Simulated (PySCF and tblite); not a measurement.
The numbers below are computed, except where a source is named.
System: C2H10BOP, numbered as in [CH3:1][O+:2]([CH3:3])[BH2-:4][PH2:5].

Level: PBE/pcSseg-1 + D3(BJ), IEF-PCM chloroform on PBE0-D3(BJ)/def2-SVP stationary points, with GFN2-xTB thermal terms. Rate constants are transition-state-theory values, counting equivalent paths, without tunnelling. (PySCF 2.14 with density fitting, tblite 0.8.)

**Question.** How high is the barrier to the pyramidal inversion at O2, through which structure does it pass, and what rate follows at 298 K?

**Answer.** The electronic barrier is 3.1 kcal/mol and ΔG‡(298 K) 1.8 kcal/mol, over a C1 saddle with an imaginary mode of 225i cm⁻¹ (GFN2-xTB). With 1 equivalent path, k is 2.8×10¹¹ s⁻¹, a mean lifetime of the start of 3.6 ps against this motion. The end lies 0.4 kcal/mol above the start in free energy.
